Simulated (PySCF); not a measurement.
PySCF job for C₃H₉O₂Si, SMILES CO[Si](C)(C)[O], multiplicity 2, TDA-PBE/def2-SVPD. Coordinates come from a r2SCAN-D4/def2-SVP optimisation. The isomer is the one that the SMILES or the coordinates give; other isomers of the formula were not compared. One conformer was computed; it need not be the lowest.

```python
import numpy as np
from pyscf import gto, scf, dft, tdscf

mol = gto.M(
    atom='''
    C     2.31250256    0.12637837   -0.24536213
    O     1.13224772   -0.64454525   -0.30647711
    Si   -0.37047198   -0.05974175    0.10475761
    C    -0.84178403    1.43257106   -0.94208940
    C    -1.53284597   -1.50147557   -0.07384120
    O    -0.41610734    0.61137265    1.63595083
    H     2.37056619    0.71512752    0.68839545
    H     3.18033361   -0.55058894   -0.28073091
    H     2.38809857    0.82324453   -1.10143279
    H    -1.87918237    1.74372197   -0.74983417
    H    -0.74355421    1.14808680   -2.00377126
    H    -0.18073216    2.29064974   -0.74862193
    H    -1.24287145   -2.31780433    0.60547763
    H    -2.56621339   -1.20406869    0.15925776
    H    -1.49619544   -1.89144645   -1.10337949
    ''',
    basis='def2-SVPD',
    charge=0,
    spin=1,
    max_memory=1600,
    verbose=4,
)
mf = dft.UKS(mol, xc='pbe').density_fit(auxbasis='def2-universal-jkfit')
mf.grids.level = 3
mf.conv_tol = 1e-9
mf.max_cycle = 100
mf.kernel()
fine, coarse = mf.grids, dft.Grids(mol).set(level=1).build(with_non0tab=True)
for _ in range(3):  # follow internal instabilities
    mf.grids = coarse
    mo, _, stable, _ = mf.stability(return_status=True, nroots=4)
    mf.grids = fine
    if stable:
        break
    mf.kernel(mf.make_rdm1(mo, mf.mo_occ))
mf.grids = dft.Grids(mol).set(level=1).build(with_non0tab=True)  # coarser grid for the response kernel
td = tdscf.TDA(mf)
td.nstates = 6
td.conv_tol = 1e-4
td.positive_eig_threshold = 1e-6
td.kernel(x0=td.get_init_guess(mf, 11))
td.analyze()
```

It prints:

```
PySCF version 2.14.0

[INPUT] verbose = 4
[INPUT] num. atoms = 15
[INPUT] num. electrons = 57
[INPUT] charge = 0
[INPUT] spin (= nelec alpha-beta = 2S) = 1
[INPUT] symmetry False subgroup None
[INPUT] Mole.unit = angstrom
[INPUT] Symbol           X                Y                Z      unit          X                Y                Z       unit  Magmom
[INPUT]  1 C      2.312502560000   0.126378370000  -0.245362130000 AA    4.369996500756   0.238820507369  -0.463667227040 Bohr   0.0
[INPUT]  2 O      1.132247720000  -0.644545250000  -0.306477110000 AA    2.139638095963  -1.218013997389  -0.579157801348 Bohr   0.0
[INPUT]  3 Si    -0.370471980000  -0.059741750000   0.104757610000 AA   -0.700090579025  -0.112895545702   0.197963192364 Bohr   0.0
[INPUT]  4 C     -0.841784030000   1.432571060000  -0.942089400000 AA   -1.590741272733   2.707166957378  -1.780290950856 Bohr   0.0
[INPUT]  5 C     -1.532845970000  -1.501475570000  -0.073841200000 AA   -2.896659074443  -2.837377610025  -0.139539644709 Bohr   0.0
[INPUT]  6 O     -0.416107340000   0.611372650000   1.635950830000 AA   -0.786328911021   1.155326868550   3.091499021955 Bohr   0.0
[INPUT]  7 H      2.370566190000   0.715127520000   0.688395450000 AA    4.479720859254   1.351395156939   1.300878865897 Bohr   0.0
[INPUT]  8 H      3.180333610000  -0.550588940000  -0.280730910000 AA    6.009959507649  -1.040462303815  -0.530504534600 Bohr   0.0
[INPUT]  9 H      2.388098570000   0.823244530000  -1.101432790000 AA    4.512852255765   1.555706695246  -2.081406317716 Bohr   0.0
[INPUT] 10 H     -1.879182370000   1.743721970000  -0.749834170000 AA   -3.551140017411   3.295156960687  -1.416981220141 Bohr   0.0
[INPUT] 11 H     -0.743554210000   1.148086800000  -2.003771260000 AA   -1.405113815667   2.169569619228  -3.786578897675 Bohr   0.0
[INPUT] 12 H     -0.180732160000   2.290649740000  -0.748621930000 AA   -0.341534284301   4.328700655906  -1.414690418543 Bohr   0.0
[INPUT] 13 H     -1.242871450000  -2.317804330000   0.605477630000 AA   -2.348686648541  -4.380015394031   1.144186895251 Bohr   0.0
[INPUT] 14 H     -2.566213390000  -1.204068690000   0.159257760000 AA   -4.849440484292  -2.275360059264   0.300953549612 Bohr   0.0
[INPUT] 15 H     -1.496195440000  -1.891446450000  -1.103379490000 AA   -2.827399610423  -3.574315769781  -2.085085047562 Bohr   0.0

nuclear repulsion = 320.767792181979
number of shells = 88
number of NR pGTOs = 288
number of NR cGTOs = 202
basis = def2-SVPD
ecp = {}


[settings echo left out]
init E= -559.060198346682
  alpha nocc = 29  HOMO = -0.343943332009577  LUMO = -0.0398525590088346
  beta  nocc = 28  HOMO = -0.363259877000822  LUMO = -0.343943332009576

WARN: HOMO -0.343943332009577 >= LUMO -0.343943332009576

cycle= 1 E= -558.610018449976  delta_E= 0.45  |g|= 0.818  |ddm|= 3.75
  alpha nocc = 29  HOMO = 0.00968885446197287  LUMO = 0.0213564697007484
  beta  nocc = 28  HOMO = -0.00307463262999041  LUMO = 0.0121313759561033
  HOMO = 0.00968885446197  LUMO = 0.0121313759561  gap/eV = 0.06646
cycle= 2 E= -553.110877032907  delta_E=  5.5  |g|= 2.48  |ddm|= 38.7
  alpha nocc = 29  HOMO = -0.236835397635208  LUMO = -0.0184331565961138
  beta  nocc = 28  HOMO = -0.250356859340591  LUMO = -0.229193653875557
  HOMO = -0.236835397635  LUMO = -0.229193653876  gap/eV = 0.20794
cycle= 3 E= -558.448931619987  delta_E= -5.34  |g|= 0.904  |ddm|= 38.7
  alpha nocc = 29  HOMO = -0.220552457157985  LUMO = -0.0198555868455608
  beta  nocc = 28  HOMO = -0.225234101260983  LUMO = -0.205749663017192
  HOMO = -0.220552457158  LUMO = -0.205749663017  gap/eV = 0.40280
cycle= 4 E= -558.834894832234  delta_E= -0.386  |g|= 0.497  |ddm|= 1.36
  alpha nocc = 29  HOMO = -0.227186841781391  LUMO = -0.0138612462697703
  beta  nocc = 28  HOMO = -0.217530795013498  LUMO = -0.198080479333202
  HOMO = -0.217530795013  LUMO = -0.198080479333  gap/eV = 0.52927
cycle= 5 E= -558.92224835161  delta_E= -0.0874  |g|= 0.176  |ddm|= 0.533
  alpha nocc = 29  HOMO = -0.241772841755981  LUMO = -0.00955342343183885
  beta  nocc = 28  HOMO = -0.228351799406397  LUMO = -0.20011902706635
  HOMO = -0.228351799406  LUMO = -0.200119027066  gap/eV = 0.76825
cycle= 6 E= -558.935182497108  delta_E= -0.0129  |g|= 0.108  |ddm|= 0.238
  alpha nocc = 29  HOMO = -0.250758799058171  LUMO = -0.0110204592531273
  beta  nocc = 28  HOMO = -0.241562338627463  LUMO = -0.214735785917583
  HOMO = -0.241562338627  LUMO = -0.214735785918  gap/eV = 0.72999
cycle= 7 E= -558.940199226702  delta_E= -0.00502  |g|= 0.0422  |ddm|= 0.134
  alpha nocc = 29  HOMO = -0.24493186891155  LUMO = -0.0101491421137134
  beta  nocc = 28  HOMO = -0.240320759150302  LUMO = -0.214952975916095
  HOMO = -0.24032075915  LUMO = -0.214952975916  gap/eV = 0.69029
cycle= 8 E= -558.941012814402  delta_E= -0.000814  |g|= 0.0131  |ddm|= 0.069
  alpha nocc = 29  HOMO = -0.245435420264469  LUMO = -0.0105722468630791
  beta  nocc = 28  HOMO = -0.240357776675035  LUMO = -0.214762629751463
  HOMO = -0.240357776675  LUMO = -0.214762629751  gap/eV = 0.69648
cycle= 9 E= -558.941108820927  delta_E= -9.6e-05  |g|= 0.00362  |ddm|= 0.0235
  alpha nocc = 29  HOMO = -0.245409605976499  LUMO = -0.0104614656077073
  beta  nocc = 28  HOMO = -0.240248433564136  LUMO = -0.214292838099438
  HOMO = -0.240248433564  LUMO = -0.214292838099  gap/eV = 0.70629
cycle= 10 E= -558.941116535312  delta_E= -7.71e-06  |g|= 0.00153  |ddm|= 0.00712
  alpha nocc = 29  HOMO = -0.245351013227328  LUMO = -0.0104397592086483
  beta  nocc = 28  HOMO = -0.240217958814426  LUMO = -0.214220848073292
  HOMO = -0.240217958814  LUMO = -0.214220848073  gap/eV = 0.70742
cycle= 11 E= -558.941118243655  delta_E= -1.71e-06  |g|= 0.00103  |ddm|= 0.00427
  alpha nocc = 29  HOMO = -0.245398456507596  LUMO = -0.0104565165981136
  beta  nocc = 28  HOMO = -0.240332335188735  LUMO = -0.21431346694987
  HOMO = -0.240332335189  LUMO = -0.21431346695  gap/eV = 0.70801
cycle= 12 E= -558.941119289357  delta_E= -1.05e-06  |g|= 0.000467  |ddm|= 0.00351
  alpha nocc = 29  HOMO = -0.245380776303574  LUMO = -0.0104543661665968
  beta  nocc = 28  HOMO = -0.240329406074205  LUMO = -0.214326919668295
  HOMO = -0.240329406074  LUMO = -0.214326919668  gap/eV = 0.70756
cycle= 13 E= -558.941119658527  delta_E= -3.69e-07  |g|= 0.000302  |ddm|= 0.00285
  alpha nocc = 29  HOMO = -0.245365780296771  LUMO = -0.0104487037262424
  beta  nocc = 28  HOMO = -0.240303499483046  LUMO = -0.214301095953209
  HOMO = -0.240303499483  LUMO = -0.214301095953  gap/eV = 0.70756
cycle= 14 E= -558.941119771853  delta_E= -1.13e-07  |g|= 0.000188  |ddm|= 0.00166
  alpha nocc = 29  HOMO = -0.245406111259502  LUMO = -0.0104509079947759
  beta  nocc = 28  HOMO = -0.240326214566352  LUMO = -0.214303328906169
  HOMO = -0.240326214566  LUMO = -0.214303328906  gap/eV = 0.70812
cycle= 15 E= -558.941119799593  delta_E= -2.77e-08  |g|= 0.000125  |ddm|= 0.000719
  alpha nocc = 29  HOMO = -0.245405642615196  LUMO = -0.0104510017102069
  beta  nocc = 28  HOMO = -0.240328641727273  LUMO = -0.21431835083657
  HOMO = -0.240328641727  LUMO = -0.214318350837  gap/eV = 0.70778
cycle= 16 E= -558.941119810902  delta_E= -1.13e-08  |g|= 3.7e-05  |ddm|= 0.000507
  alpha nocc = 29  HOMO = -0.245403389773463  LUMO = -0.0104500200870139
  beta  nocc = 28  HOMO = -0.240323344352745  LUMO = -0.214313795488242
  HOMO = -0.240323344353  LUMO = -0.214313795488  gap/eV = 0.70776
cycle= 17 E= -558.94111981192  delta_E= -1.02e-09  |g|= 1.49e-05  |ddm|= 0.000177
  alpha nocc = 29  HOMO = -0.245403584423585  LUMO = -0.0104509155751127
  beta  nocc = 28  HOMO = -0.240322711441564  LUMO = -0.214314029660556
  HOMO = -0.240322711442  LUMO = -0.214314029661  gap/eV = 0.70773
cycle= 18 E= -558.94111981186  delta_E= 5.98e-11  |g|= 1.73e-05  |ddm|= 5.02e-05
  alpha nocc = 29  HOMO = -0.245404247481906  LUMO = -0.0104495391119852
  beta  nocc = 28  HOMO = -0.240326449682442  LUMO = -0.214318273694596
  HOMO = -0.240326449682  LUMO = -0.214318273695  gap/eV = 0.70772
Extra cycle  E= -558.941119810007  delta_E= 1.85e-09  |g|= 6.1e-05  |ddm|= 9.32e-05
converged SCF energy = -558.941119810007  <S^2> = 0.75300677  2S+1 = 2.0030045
tot grids = 54560
uhf_internal: lowest eigs of H = [0.78787846 0.79017863 0.7968871  0.79736365]
<class 'pyscf.df.df_jk.DFUKS'> wavefunction is stable in the internal stability analysis
tot grids = 54560
Overwritten attributes  positive_eig_threshold  of <class 'pyscf.tdscf.uks.TDA'>


******** <class 'pyscf.tdscf.uks.TDA'> for <class 'pyscf.df.df_jk.DFUKS'> ********
nstates = 6
deg_eia_thresh = 1.000e-03
wfnsym = None
conv_tol = 0.0001
eigh lindep = 1e-12
eigh level_shift = 0
eigh max_cycle = 100


Excitation energies (eV)
[0.59247723 0.96264222 1.70408627 2.37628346 2.98204801 3.95057   ]

** Excitation energies and oscillator strengths **
Excited State   1:      0.59248 eV   2092.64 nm  f=0.0005
      27b ->   29b     -0.28477
      28b ->   29b     -0.95522
Excited State   2:      0.96264 eV   1287.96 nm  f=0.0012
      26b ->   29b      0.15969
      27b ->   29b      0.94039
      28b ->   29b     -0.28495
Excited State   3:      1.70409 eV    727.57 nm  f=0.0077
      24b ->   29b      0.20035
      26b ->   29b     -0.96049
      27b ->   29b      0.14296
Excited State   4:      2.37628 eV    521.76 nm  f=0.0081
      24b ->   29b     -0.14014
      25b ->   29b     -0.98121
Excited State   5:      2.98205 eV    415.77 nm  f=0.0421
      22b ->   29b      0.16012
      24b ->   29b      0.93712
      25b ->   29b     -0.10870
      26b ->   29b      0.18116
Excited State   6:      3.95057 eV    313.84 nm  f=0.0024
      22b ->   29b     -0.11111
      23b ->   29b      0.99154

** Transition electric dipole moments (AU) **
state          X           Y           Z        Dip. S.      Osc.
  1         0.1677      0.0693      0.0370      0.0343      0.0005
  2        -0.0425     -0.0949      0.1949      0.0488      0.0012
  3        -0.2659      0.1916      0.2796      0.1856      0.0077
  4         0.2306      0.2600     -0.1374      0.1397      0.0081
  5        -0.2744     -0.1829     -0.6838      0.5763      0.0421
  6        -0.0364     -0.1405      0.0645      0.0252      0.0024

** Transition velocity dipole moments (imaginary part, AU) **
state          X           Y           Z        Dip. S.      Osc.
  1        -0.0091      0.0014     -0.0076      0.0001      0.0043
  2        -0.0002     -0.0055     -0.0331      0.0011      0.0213
  3         0.0100     -0.0290     -0.0469      0.0031      0.0335
  4        -0.0042      0.0081      0.0128      0.0002      0.0019
  5         0.0024      0.0224      0.0738      0.0059      0.0362
  6        -0.0075      0.0010     -0.0029      0.0001      0.0003

** Transition magnetic dipole moments (imaginary part, AU) **
state          X           Y           Z
  1         0.0160      0.2986      0.6013
  2         0.1955     -0.1974     -0.3201
  3        -0.3947      0.0182      0.1509
  4        -0.5651     -0.1004     -0.1021
  5        -0.0813      0.0630     -0.0288
  6        -0.2387      0.0917     -0.1417
```

The run converged.

Cost: roughly 7 core-minutes.
